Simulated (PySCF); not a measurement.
## Bond length, frequency and bond energy of CaF by level of theory

State: ²Σ⁺ (doublet), unpaired electrons σ ↑. Set-up: Ca def2-TZVPP, F def2-TZVPP; no relativity (PySCF 2.14). De refers to Ca + F in their high-spin ground configurations, without counterpoise correction. The functionals are run spin-unrestricted. A positive dipole means Ca(−)F(+).

| Level | Re (Å) | ωe (cm⁻¹) | De (eV) | μ (D) |
| --- | --- | --- | --- | --- |
| UHF | 1.992 | 578 | 4.07 | -3.04 |
| UHF-MP2 | 1.990 | 569 | 5.50 | n/a |
| UHF-SCS-MP2 | 1.995 | 567 | 5.26 | n/a |
| UHF-CCSD | 1.991 | 572 | 4.97 | n/a |
| UHF-CCSD(T) | 1.990 | 572 | 5.06 | n/a |
| LDA | 1.916 | 621 | 6.62 | -2.99 |
| PBE | 1.951 | 586 | 5.91 | -2.85 |
| TPSS | 1.953 | 592 | 5.81 | -2.66 |
| r²SCAN | 1.949 | 597 | 5.94 | -2.93 |
| PBE0 | 1.950 | 594 | 5.54 | -2.91 |
| M06 | 1.959 | 591 | 5.31 | -3.07 |
| MN15 | 1.957 | 589 | 5.30 | -3.48 |
| ωB97X | 1.967 | 585 | 5.43 | -2.68 |

The bond length runs from 1.916 Å (LDA) to 1.995 Å (UHF-SCS-MP2). De spans 4.07 eV (UHF, mean field) to 6.62 eV (LDA, local density). Correlation at CCSD(T) changes the Hartree–Fock bond energy by +0.99 eV; the triples alone change it by +0.09 eV.

Correlated steps freeze 6 core orbitals. The state is the lowest determinant that a PBE0 search found; another state may lie lower at other levels.
